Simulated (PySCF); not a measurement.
Stepwise substitution at one centre (Ga OH-H). All species are isolated molecules in the gas phase. One relaxed conformer stands for each flexible species; it need not be the lowest. Strings in code marks are SMILES.

The LUMO from two functionals at the same geometries (CAM-B3LYP-D3(BJ)/def2-TZVP), both in PySCF: PBE-D3(BJ)/def2-TZVP and TPSSh-D3(BJ)/def2-TZVP. 

```csv
species,TPSSh-D3(BJ)/def2-TZVP (eV)
0 of 3 OH replaced by H,-1.30
"1 of 3 OH replaced by H (`[OH][GaH][OH]` (H–O–Ga–O torsion 0°, O–Ga–O–H torsion 0°))",-0.75
2 of 3 OH replaced by H,-1.46
3 of 3 OH replaced by H (`[GaH3]`),-2.12
```

Task: What does PBE-D3(BJ)/def2-TZVP give for each?

Result: 
- 0 of 3 OH replaced by H: -1.87
- 1 of 3 OH replaced by H (`[OH][GaH][OH]` (H–O–Ga–O torsion 0°, O–Ga–O–H torsion 0°)): -1.24
- 2 of 3 OH replaced by H: -1.96
- 3 of 3 OH replaced by H (`[GaH3]`): -2.65
Over these rows, drawn at random from the members with no instability flagged (it was tested for open shells, ions and some series alone), PBE minus TPSSh-D3(BJ): mean -0.52 eV, from -0.57 eV to -0.49 eV.
